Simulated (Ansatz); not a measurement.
Ansatz (a quantum-chemistry and plane-wave program) job for C6H7, SMILES C1CCC=C[C]=1 (connectivity only; charge and spin as stated), charge +1, multiplicity 1, PBE-D3(BJ)/def2-SVP. 

Ansatz 0.2 input:
```yaml
crystal:
  periodic: [false, false, false]
  atoms:
    - {symbol: C, position_ang: [0.53929924, -1.14107978, 0.23246478]}
    - {symbol: C, position_ang: [-0.73704775, -1.25034874, 0.38128429]}
    - {symbol: C, position_ang: [-1.34560365, -0.06259880, -0.42812447]}
    - {symbol: C, position_ang: [-0.54868830, 1.19766050, -0.00570556]}
    - {symbol: C, position_ang: [0.94430393, 1.00323682, -0.10652243]}
    - {symbol: C, position_ang: [1.55946183, -0.21706925, 0.07115567]}
    - {symbol: H, position_ang: [-1.31091694, -1.88159509, 1.06728697]}
    - {symbol: H, position_ang: [-1.27833823, -0.24090620, -1.51289933]}
    - {symbol: H, position_ang: [-2.41066631, 0.01080688, -0.16561995]}
    - {symbol: H, position_ang: [-0.85103721, 2.06058863, -0.61644192]}
    - {symbol: H, position_ang: [-0.77717225, 1.46579154, 1.04517201]}
    - {symbol: H, position_ang: [1.56310311, 1.83215337, -0.47607997]}
    - {symbol: H, position_ang: [2.59467587, -0.42564363, -0.20873169]}
basis:
  gaussian:
    orbitals: def2-SVP
hamiltonian:
  xc: pbe
  dispersion: d3bj
total_charge: 1
relax: {f_tol: 0.002, max_steps: 200}
```

Program output:

```
WARN ansatz: RAYON_NUM_THREADS=1 ignored (pool sized by the plan → 1); use --threads N
Functional definition: PBE
integrals: 0.06 GiB planned
1354 factors; their error is unknown
mean field: 0.38 GiB planned
mean field evaluation 1: about -6296.6277 eV, gradient 7.6e1 eV
mean field evaluation 2: about -6269.4001 eV, gradient 1.3e2 eV
mean field evaluation 4: about -6311.7859 eV, gradient 1.6e1 eV
mean field evaluation 8: about -6312.4665 eV, gradient 2.0e-1 eV
mean field evaluation 16: about -6312.3854 eV, gradient 3.9e-4 eV
mean field -6312.38537187 eV, -231.9758837278 hartree, gradient 1.8e-5 eV, S^2 0.000000; 0 other end points of the search recorded, 0 dependent functions left out
the calculation of the forces begins
reference -6312.38540782 eV, -231.9758850487 hartree; 21, 21 occupied and 98, 98 virtual orbitals, 1354 factors
relax step   1: F+E_penalty+E_count = -6312.70320146 eV  Δ(F+E_penalty+E_count) = +0.000e0 eV  max|allowed force component| = 8.163e-1 eV/Å  Δτ_max = 0.0000 Å  (33 SCF iters, accepted)
these checks for a lower state are left out or cut short: starts, cluster_reference, orbital_swaps, neighbouring_geometries, increment
integrals: 0.06 GiB planned
1354 factors; their error is unknown
mean field: 0.38 GiB planned
mean field -6312.40735956 eV, -231.9766917605 hartree, gradient 2.7e-5 eV, S^2 0.000000; 0 other end points of the search recorded, 0 dependent functions left out
the calculation of the forces begins
reference -6312.40739557 eV, -231.9766930836 hartree; 21, 21 occupied and 98, 98 virtual orbitals, 1354 factors
relax step   2: F+E_penalty+E_count = -6312.72431139 eV  Δ(F+E_penalty+E_count) = -2.111e-2 eV  max|allowed force component| = 2.759e-1 eV/Å  Δτ_max = 0.0230 Å  (34 SCF iters, accepted)
these checks for a lower state are left out or cut short: starts, cluster_reference, orbital_swaps, neighbouring_geometries, increment
integrals: 0.06 GiB planned
1354 factors; their error is unknown
mean field: 0.38 GiB planned
mean field evaluation 32: about -6312.4107 eV, gradient 3.9e-1 eV
mean field -6312.41108945 eV, -231.9768288313 hartree, gradient 9.1e-6 eV, S^2 0.000000; 0 other end points of the search recorded, 0 dependent functions left out
the calculation of the forces begins
reference -6312.41112547 eV, -231.9768301550 hartree; 21, 21 occupied and 98, 98 virtual orbitals, 1354 factors
relax step   3: F+E_penalty+E_count = -6312.72765824 eV  Δ(F+E_penalty+E_count) = -3.347e-3 eV  max|allowed force component| = 5.831e-2 eV/Å  Δτ_max = 0.0152 Å  (35 SCF iters, accepted)
these checks for a lower state are left out or cut short: starts, cluster_reference, orbital_swaps, neighbouring_geometries, increment
integrals: 0.06 GiB planned
1354 factors; their error is unknown
mean field: 0.38 GiB planned
mean field -6312.41153439 eV, -231.9768451825 hartree, gradient 9.1e-6 eV, S^2 0.000000; 0 other end points of the search recorded, 0 dependent functions left out
the calculation of the forces begins
reference -6312.41157041 eV, -231.9768465063 hartree; 21, 21 occupied and 98, 98 virtual orbitals, 1354 factors
relax step   4: F+E_penalty+E_count = -6312.72811844 eV  Δ(F+E_penalty+E_count) = -4.602e-4 eV  max|allowed force component| = 4.103e-2 eV/Å  Δτ_max = 0.0055 Å  (36 SCF iters, accepted)
these checks for a lower state are left out or cut short: starts, cluster_reference, orbital_swaps, neighbouring_geometries, increment
integrals: 0.06 GiB planned
1354 factors; their error is unknown
mean field: 0.38 GiB planned
mean field -6312.41177431 eV, -231.9768539994 hartree, gradient 9.1e-6 eV, S^2 0.000000; 0 other end points of the search recorded, 0 dependent functions left out
the calculation of the forces begins
reference -6312.41181033 eV, -231.9768553231 hartree; 21, 21 occupied and 98, 98 virtual orbitals, 1354 factors
relax step   5: F+E_penalty+E_count = -6312.72838414 eV  Δ(F+E_penalty+E_count) = -2.657e-4 eV  max|allowed force component| = 3.228e-2 eV/Å  Δτ_max = 0.0085 Å  (36 SCF iters, accepted)
these checks for a lower state are left out or cut short: starts, cluster_reference, orbital_swaps, neighbouring_geometries, increment
integrals: 0.06 GiB planned
1354 factors; their error is unknown
mean field: 0.38 GiB planned
mean field -6312.41191826 eV, -231.9768592896 hartree, gradient 9.1e-6 eV, S^2 0.000000; 0 other end points of the search recorded, 0 dependent functions left out
the calculation of the forces begins
reference -6312.41195428 eV, -231.9768606132 hartree; 21, 21 occupied and 98, 98 virtual orbitals, 1354 factors
relax step   6: F+E_penalty+E_count = -6312.72854586 eV  Δ(F+E_penalty+E_count) = -1.617e-4 eV  max|allowed force component| = 1.809e-2 eV/Å  Δτ_max = 0.0108 Å  (35 SCF iters, accepted)
these checks for a lower state are left out or cut short: starts, cluster_reference, orbital_swaps, neighbouring_geometries, increment
integrals: 0.06 GiB planned
1354 factors; their error is unknown
mean field: 0.38 GiB planned
mean field evaluation 64: about -6312.4120 eV, gradient 9.1e-6 eV
mean field -6312.41201925 eV, -231.9768630009 hartree, gradient 9.1e-6 eV, S^2 0.000000; 0 other end points of the search recorded, 0 dependent functions left out
the calculation of the forces begins
reference -6312.41205527 eV, -231.9768643247 hartree; 21, 21 occupied and 98, 98 virtual orbitals, 1354 factors
relax step   7: F+E_penalty+E_count = -6312.72862676 eV  Δ(F+E_penalty+E_count) = -8.090e-5 eV  max|allowed force component| = 1.342e-2 eV/Å  Δτ_max = 0.0067 Å  (36 SCF iters, accepted)
these checks for a lower state are left out or cut short: starts, cluster_reference, orbital_swaps, neighbouring_geometries, increment
integrals: 0.06 GiB planned
1354 factors; their error is unknown
mean field: 0.38 GiB planned
mean field -6312.41207094 eV, -231.9768649005 hartree, gradient 9.1e-6 eV, S^2 0.000000; 0 other end points of the search recorded, 0 dependent functions left out
the calculation of the forces begins
reference -6312.41210697 eV, -231.9768662245 hartree; 21, 21 occupied and 98, 98 virtual orbitals, 1354 factors
relax step   8: F+E_penalty+E_count = -6312.72866322 eV  Δ(F+E_penalty+E_count) = -3.646e-5 eV  max|allowed force component| = 6.313e-3 eV/Å  Δτ_max = 0.0036 Å  (36 SCF iters, accepted)
these checks for a lower state are left out or cut short: starts, cluster_reference, orbital_swaps, neighbouring_geometries, increment
integrals: 0.06 GiB planned
1354 factors; their error is unknown
mean field: 0.38 GiB planned
mean field -6312.41205905 eV, -231.9768644636 hartree, gradient 9.1e-6 eV, S^2 0.000000; 0 other end points of the search recorded, 0 dependent functions left out
the calculation of the forces begins
reference -6312.41209508 eV, -231.9768657876 hartree; 21, 21 occupied and 98, 98 virtual orbitals, 1354 factors
relax step   9: F+E_penalty+E_count = -6312.72866136 eV  Δ(F+E_penalty+E_count) = +1.857e-6 eV  max|allowed force component| = 7.172e-3 eV/Å  Δτ_max = 0.0013 Å  (36 SCF iters, rejected (line search))
these checks for a lower state are left out or cut short: starts, cluster_reference, orbital_swaps, neighbouring_geometries, increment
integrals: 0.06 GiB planned
1354 factors; their error is unknown
mean field: 0.38 GiB planned
mean field -6312.41207664 eV, -231.9768651099 hartree, gradient 9.1e-6 eV, S^2 0.000000; 0 other end points of the search recorded, 0 dependent functions left out
the calculation of the forces begins
reference -6312.41211267 eV, -231.9768664339 hartree; 21, 21 occupied and 98, 98 virtual orbitals, 1354 factors
relax step  10: F+E_penalty+E_count = -6312.72866830 eV  Δ(F+E_penalty+E_count) = -5.080e-6 eV  max|allowed force component| = 4.022e-3 eV/Å  Δτ_max = 0.0007 Å  (36 SCF iters, accepted)
these checks for a lower state are left out or cut short: starts, cluster_reference, orbital_swaps, neighbouring_geometries, increment
integrals: 0.06 GiB planned
1354 factors; their error is unknown
mean field: 0.38 GiB planned
mean field -6312.41207121 eV, -231.9768649105 hartree, gradient 9.1e-6 eV, S^2 0.000000; 0 other end points of the search recorded, 0 dependent functions left out
the calculation of the forces begins
reference -6312.41210724 eV, -231.9768662345 hartree; 21, 21 occupied and 98, 98 virtual orbitals, 1354 factors
relax step  11: F+E_penalty+E_count = -6312.72867129 eV  Δ(F+E_penalty+E_count) = -2.994e-6 eV  max|allowed force component| = 2.470e-3 eV/Å  Δτ_max = 0.0010 Å  (36 SCF iters, accepted)
these checks for a lower state are left out or cut short: starts, cluster_reference, orbital_swaps, neighbouring_geometries, increment
integrals: 0.06 GiB planned
1354 factors; their error is unknown
mean field: 0.38 GiB planned
mean field evaluation 96: about -6312.4121 eV, gradient 2.7e-4 eV
mean field -6312.41205923 eV, -231.9768644701 hartree, gradient 9.1e-6 eV, S^2 0.000000; 0 other end points of the search recorded, 0 dependent functions left out
the calculation of the forces begins
reference -6312.41209526 eV, -231.9768657941 hartree; 21, 21 occupied and 98, 98 virtual orbitals, 1354 factors
relax step  12: F+E_penalty+E_count = -6312.72867002 eV  Δ(F+E_penalty+E_count) = +1.277e-6 eV  max|allowed force component| = 5.837e-3 eV/Å  Δτ_max = 0.0028 Å  (36 SCF iters, rejected (line search))
these checks for a lower state are left out or cut short: starts, cluster_reference, orbital_swaps, neighbouring_geometries, increment
integrals: 0.06 GiB planned
1354 factors; their error is unknown
mean field: 0.38 GiB planned
mean field -6312.41206060 eV, -231.9768645203 hartree, gradient 9.1e-6 eV, S^2 0.000000; 0 other end points of the search recorded, 0 dependent functions left out
the calculation of the forces begins
reference -6312.41209662 eV, -231.9768658444 hartree; 21, 21 occupied and 98, 98 virtual orbitals, 1354 factors
relax step  13: F+E_penalty+E_count = -6312.72867286 eV  Δ(F+E_penalty+E_count) = -1.570e-6 eV  max|allowed force component| = 1.132e-3 eV/Å  Δτ_max = 0.0014 Å  (36 SCF iters, accepted)
integrals: 0.06 GiB planned
1354 factors; their error is unknown
mean field: 0.38 GiB planned
mean field evaluation 128: about -6312.4121 eV, gradient 2.3e-2 eV
mean field -6312.41206060 eV, -231.9768645203 hartree, gradient 9.1e-6 eV, S^2 0.000000; 1 other end points of the search recorded, 0 dependent functions left out
the calculation of the forces begins
reference -6312.41209662 eV, -231.9768658444 hartree; 21, 21 occupied and 98, 98 virtual orbitals, 1354 factors
Total energy: -6312.72870889 eV, -231.9885011306 hartree
Atom 0 at     0.556771    -1.166671     0.218947 Å, force     0.000357    -0.000376    -0.000132 eV/Å
Atom 1 at    -0.733453    -1.257996     0.375445 Å, force    -0.000059     0.000749    -0.000377 eV/Å
Atom 2 at    -1.353512    -0.065241    -0.420861 Å, force    -0.000124    -0.001096     0.000731 eV/Å
Atom 3 at    -0.542478     1.199611    -0.018712 Å, force     0.000769    -0.000130    -0.000205 eV/Å
Atom 4 at     0.944570     1.012062    -0.095001 Å, force    -0.001132     0.000067    -0.000059 eV/Å
Atom 5 at     1.561975    -0.228798     0.068290 Å, force     0.000162    -0.001028     0.000163 eV/Å
Atom 6 at    -1.318808    -1.893318     1.060468 Å, force    -0.000244     0.000570    -0.000246 eV/Å
Atom 7 at    -1.316441    -0.236967    -1.517010 Å, force     0.000013     0.000223     0.000196 eV/Å
Atom 8 at    -2.421686    -0.000002    -0.132768 Å, force     0.000179     0.000034    -0.000103 eV/Å
Atom 9 at    -0.845507     2.060130    -0.648123 Å, force     0.000098     0.000180    -0.000120 eV/Å
Atom 10 at    -0.781844     1.500257     1.033193 Å, force    -0.000058    -0.000133     0.000237 eV/Å
Atom 11 at     1.579484     1.847661    -0.446373 Å, force     0.000107     0.000323    -0.000209 eV/Å
Atom 12 at     2.612302    -0.419730    -0.200256 Å, force    -0.000068     0.000619     0.000125 eV/Å
Dipole moment:     0.011109     0.059903     0.044976 e Å
```

The run converged.
